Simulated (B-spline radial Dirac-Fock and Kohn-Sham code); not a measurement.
## Core-level shifts of vanadium with charge state

Level of theory: Dirac-Fock ΔSCF + Breit + QED; a radial finite-basis atomic code. Each ion is free and in its tabulated ground configuration. Electron correlation is not included.

Reference: V⁷⁺, [Ne] 3s2 3p4, with K 5630.8 eV, L1 792.1 eV. Shifts from it, in eV (a dash: the subshell is empty, belongs to an open shell averaged over j, or its hole state is left out as unreliable):

```csv
ion,configuration,K,L1
V⁸⁺,[Ne] 3s2 3p3,+36.0,+32.6
V⁹⁺,[Ne] 3s2 3p2,+73.9,+66.7
V¹⁰⁺,[Ne] 3s2 3p1,+113.6,+102.2
V¹¹⁺,[Ne] 3s2,+155.3,+139.1
V¹²⁺,[Ne] 3s1,–,–
V¹³⁺,[He] 2s2 2p6,+240.3,+213.4
V¹⁴⁺,[He] 2s2 2p5,+352.8,+287.1
V¹⁵⁺,[He] 2s2 2p4,+469.7,+362.9
V¹⁶⁺,[He] 2s2 2p3,+590.8,+441.0
```

Values without a named source are computed, but for edge energies of neutral atoms, which are taken from tables.
